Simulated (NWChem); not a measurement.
System: BaBrF; SMILES [F][Ba][Br]

Input file for NWChem:

```
start job
memory heap 200 mb stack 900 mb global 1100 mb
geometry units angstroms noautoz
  Ba    -0.121042    -0.770332     0.000000
  F      1.772896    -1.936527     0.000000
  Br    -0.242210     2.184860     0.000000
end
basis spherical
  Ba library def2-svp
  F library def2-svp
  Br library def2-svp
end
ecp
  Ba library def2-ecp
end
dft
  xc xtpss03 ctpss03
  iterations 150
  mulliken
end
task dft energy
```

Output (shortened):

```
             Northwest Computational Chemistry Package (NWChem) 7.3.0
             --------------------------------------------------------

 CS  symmetry detected

                             Geometry "geometry" -> ""
                             -------------------------

 Output coordinates in angstroms (scale by  1.889725989 to convert to a.u.)

  No.       Tag          Charge          X              Y              Z
 ---- ---------------- ---------- -------------- -------------- --------------
    1 Ba                  56.0000    -0.30403840    -0.88750532     0.00000000
    2 F                    9.0000     1.33085862    -2.39552510     0.00000000
    3 Br                  35.0000     0.14424065     2.03600068     0.00000000

 Effective nuclear repulsion energy (a.u.)     506.9226593944

      Symmetry information
      --------------------

 Group name             Cs
 Group number              2
 Group order               2
 No. of unique centers     3

                                 NWChem DFT Module
                                 -----------------

 Summary of "ao basis" -> "ao basis" (spherical)
 ------------------------------------------------------------------------------
       Tag                 Description            Shells   Functions and Types
 ---------------- ------------------------------  ------  ---------------------
 Ba                         def2-svp                 9       23   4s3p2d
 F                          def2-svp                 6       14   3s2p1d
 Br                         def2-svp                12       32   5s4p3d

      Symmetry analysis of basis
      --------------------------

        a'         48
        a"         21

            General Information
            -------------------
          SCF calculation type: DFT
          Wavefunction type:  closed shell.
          No. of atoms     :     3
          No. of electrons :    54
           Alpha electrons :    27
            Beta electrons :    27
          Charge           :     0
          Spin multiplicity:     1
          Use of symmetry is: on ; symmetry adaption is: on
          Maximum number of iterations: 150
          AO basis - number of functions:    69
                     number of shells:    27
          Convergence on energy requested:  1.00D-06
          Convergence on density requested:  1.00D-05
          Convergence on gradient requested:  5.00D-04

              XC Information
              --------------
                  TPSS metaGGA Exchange Functional  1.000
             TPSS03 metaGGA Correlation Functional  1.000

             Grid Information
             ----------------
          Grid used for XC integration:  medium
          Radial quadrature: Mura-Knowles
          Angular quadrature: Lebedev.
          Tag              B.-S. Rad. Rad. Pts. Rad. Cut. Ang. Pts.
          ---              ---------- --------- --------- ---------
          Ba                  2.15      123          12.0       590
          F                   0.50       49          11.0       434
          Br                  1.15      112          11.0       590
          Grid pruning is: on
          Number of quadrature shells:   284
          Spatial weights used:  Erf1

      Superposition of Atomic Density Guess
      -------------------------------------

 Sum of atomic energies:       -2698.86229965

      Non-variational initial energy
      ------------------------------

 Total energy =   -2696.323149
 1-e energy   =   -4000.983286
 2-e energy   =    1184.291848
 HOMO         =      -0.416506
 LUMO         =      -0.117302

      Symmetry analysis of molecular orbitals - initial
      -------------------------------------------------

  Numbering of irreducible representations:

     1 a'          2 a"

  Orbital symmetries:

     1 a'          2 a'          3 a'          4 a'          5 a"
     6 a'          7 a'          8 a'          9 a'         10 a"
    11 a'         12 a'         13 a"         14 a'         15 a"
    16 a'         17 a'         18 a'         19 a'         20 a"
    21 a'         22 a'         23 a"         24 a'         25 a'
    26 a"         27 a'         28 a'         29 a"         30 a'
    31 a'         32 a"         33 a'         34 a"         35 a'
    36 a'         37 a'

     ---------------------------------------------
      Total Density - Mulliken Population Analysis
     ---------------------------------------------

    Atom       Charge   Shell Charges
 -----------   ------   -------------------------------------------------------
    1 Ba  10     8.34   0.27  1.71  0.13 -0.01  5.03  0.97  0.04  0.17  0.04
    2 F    9     9.88   1.99  1.17  0.82  3.65  2.25  0.00
    3 Br  35    35.78   2.00  2.00  2.00  1.37  0.60  6.00  5.99  2.50  3.32  8.23  1.73  0.05

   convergence    iter        energy       DeltaE   RMS-Dens  Diis-err
 ---------------- ----- ----------------- --------- --------- ---------
 d= 0,ls=0.0,diis     1  -2699.0297995144 -2.82D+03  5.68D-02  1.07D+00
 d= 0,ls=0.0,diis     2  -2692.6397068340  6.39D+00  4.99D-02  4.35D+01
 d= 0,ls=0.0,diis     3  -2699.1283901972 -6.49D+00  1.13D-02  3.52D-01
 d= 0,ls=0.0,diis     4  -2699.1474094645 -1.90D-02  4.02D-03  1.62D-01
 d= 0,ls=0.0,diis     5  -2699.1650602254 -1.77D-02  9.81D-04  7.23D-03
  Resetting Diis
 d= 0,ls=0.0,diis     6  -2699.1659530661 -8.93D-04  1.99D-04  1.38D-04
 d= 0,ls=0.0,diis     7  -2699.1659764337 -2.34D-05  9.86D-05  1.41D-05
 d= 0,ls=0.0,diis     8  -2699.1659720888  4.34D-06  6.27D-05  6.36D-05
 d= 0,ls=0.0,diis     9  -2699.1659780585 -5.97D-06  1.65D-05  2.01D-06
 d= 0,ls=0.0,diis    10  -2699.1659782959 -2.37D-07  3.03D-06  1.02D-07

         Total DFT energy =    -2699.165978295899
      One electron energy =    -4007.118231782978
           Coulomb energy =     1293.129145771908
    Exchange-Corr. energy =     -105.545182086884
 Nuclear repulsion energy =      120.368289802054

 Numeric. integr. density =       53.999996746829

                  Occupations of the irreducible representations
                  ----------------------------------------------

                     irrep           alpha         beta
                     --------     --------     --------
                     a'               20.0         20.0
                     a"                7.0          7.0

                       DFT Final Molecular Orbital Analysis
                       ------------------------------------

 Vector   25  Occ=2.000000D+00  E=-2.193965D-01  Symmetry=a'
              MO Center=  1.7D-01,  1.7D+00, -1.3D-15, r^2= 2.9D+00
   Bfn.  Coefficient  Atom+Function         Bfn.  Coefficient  Atom+Function
  ----- ------------  ---------------      ----- ------------  ---------------
    53      0.568105  3 Br py                50      0.484970  3 Br py
    47     -0.330098  3 Br py                 3     -0.189702  1 Ba s
     6      0.157620  1 Ba py                 2      0.143468  1 Ba s
    27      0.127263  2 F  px                14     -0.113717  1 Ba d -2
    18      0.108234  1 Ba d  2              44      0.107500  3 Br py

 Vector   26  Occ=2.000000D+00  E=-2.095054D-01  Symmetry=a"
              MO Center=  1.3D-01,  1.9D+00, -1.2D-12, r^2= 1.9D+00
   Bfn.  Coefficient  Atom+Function         Bfn.  Coefficient  Atom+Function
  ----- ------------  ---------------      ----- ------------  ---------------
    54      0.589292  3 Br pz                51      0.496339  3 Br pz
    48     -0.337029  3 Br pz                15      0.111017  1 Ba d -1
    45      0.109731  3 Br pz                13      0.076984  1 Ba pz
    20      0.051170  1 Ba d -1               7     -0.050403  1 Ba pz
    29     -0.041204  2 F  pz                32      0.034680  2 F  pz

 Vector   27  Occ=2.000000D+00  E=-2.063064D-01  Symmetry=a'
              MO Center=  1.5D-01,  1.8D+00, -2.9D-15, r^2= 2.2D+00
   Bfn.  Coefficient  Atom+Function         Bfn.  Coefficient  Atom+Function
  ----- ------------  ---------------      ----- ------------  ---------------
    52      0.591935  3 Br px                49      0.496684  3 Br px
    46     -0.337161  3 Br px                43      0.109766  3 Br px
    27      0.104079  2 F  px                30     -0.086654  2 F  px
    19      0.065723  1 Ba d -2               5     -0.061432  1 Ba px
     6      0.061413  1 Ba py                11      0.056412  1 Ba px

 Vector   28  Occ=0.000000D+00  E=-8.067142D-02  Symmetry=a'
              MO Center= -1.2D+00, -1.3D+00,  2.9D-14, r^2= 7.4D+00
   Bfn.  Coefficient  Atom+Function         Bfn.  Coefficient  Atom+Function
  ----- ------------  ---------------      ----- ------------  ---------------
     3      0.658760  1 Ba s                  2     -0.475324  1 Ba s
     4      0.388590  1 Ba s                 11     -0.317667  1 Ba px
    16      0.218808  1 Ba d  0              18      0.153654  1 Ba d  2
    12     -0.128697  1 Ba py                14      0.111095  1 Ba d -2
     1      0.098278  1 Ba s                  5      0.088228  1 Ba px

 Vector   29  Occ=0.000000D+00  E=-4.632920D-02  Symmetry=a"
              MO Center= -8.8D-01, -1.2D+00,  1.7D-14, r^2= 5.6D+00
   Bfn.  Coefficient  Atom+Function         Bfn.  Coefficient  Atom+Function
  ----- ------------  ---------------      ----- ------------  ---------------
    17      0.648650  1 Ba d  1              13      0.447948  1 Ba pz
    15     -0.372195  1 Ba d -1              22      0.247622  1 Ba d  1
    20     -0.116389  1 Ba d -1               7     -0.107004  1 Ba pz
    54      0.082735  3 Br pz                10     -0.063635  1 Ba pz
    51      0.048455  3 Br pz                48     -0.032949  3 Br pz

 Vector   30  Occ=0.000000D+00  E=-4.597942D-02  Symmetry=a'
              MO Center= -8.3D-01, -1.2D+00, -3.4D-13, r^2= 5.6D+00
   Bfn.  Coefficient  Atom+Function         Bfn.  Coefficient  Atom+Function
  ----- ------------  ---------------      ----- ------------  ---------------
    16      0.661341  1 Ba d  0              11      0.352802  1 Ba px
    14     -0.307400  1 Ba d -2              21      0.254682  1 Ba d  0
    12      0.223211  1 Ba py                18     -0.181010  1 Ba d  2
     3      0.115554  1 Ba s                 19     -0.102890  1 Ba d -2
     5     -0.090764  1 Ba px                 4     -0.087074  1 Ba s

     ---------------------------------------------
      Total Density - Mulliken Population Analysis
     ---------------------------------------------

    Atom       Charge   Shell Charges
 -----------   ------   -------------------------------------------------------
    1 Ba  10     9.00   0.27  1.72  0.12 -0.02  5.04  0.95  0.11  0.67  0.14
    2 F    9     9.49   1.99  1.11  0.86  3.30  2.22  0.00
    3 Br  35    35.51   2.00  2.00  1.99  1.41  0.57  6.00  5.97  2.33  3.22  8.18  1.75  0.08

     -------------------------------------------
      Total Density - Lowdin Population Analysis
     -------------------------------------------

    Atom       Charge   Shell Charges
 -----------   ------   -------------------------------------------------------
    1 Ba  10     9.34   0.26  1.57  0.24  0.05  4.35  1.60  0.26  0.71  0.31
    2 F    9     9.41   1.98  1.04  0.85  3.21  2.33  0.00
    3 Br  35    35.25   2.00  2.00  1.96  1.12  0.74  5.99  5.81  2.47  3.15  7.83  2.04  0.14

     Multipole analysis of the density
     ---------------------------------

     L   x y z        total         alpha         beta         nuclear
     -   - - -        -----         -----         ----         -------
     0   0 0 0     -0.000000    -27.000000    -27.000000     54.000000

     1   1 0 0     -2.270096    -14.349681    -14.349681     26.429266
     1   0 1 0     -1.825394    -39.486960    -39.486960     77.148526
     1   0 0 1     -0.000000     -0.000000     -0.000000      0.000000

     2   2 0 0    -37.063130    -49.944866    -49.944866     62.826603
     2   1 1 0      8.093591     32.108216     32.108216    -56.122840
     2   1 0 1     -0.000000     -0.000000     -0.000000      0.000000
     2   0 2 0    -49.685080   -390.178451   -390.178451    730.671822
     2   0 1 1     -0.000000     -0.000000     -0.000000      0.000000
     2   0 0 2    -32.769432    -16.384716    -16.384716      0.000000
```

Level: TPSS/def2-SVP with def2 effective core potentials on Ba. Geometry: optimised at PBE0/def2-SVP. def2 effective core potentials on Ba; no spin-orbit coupling.
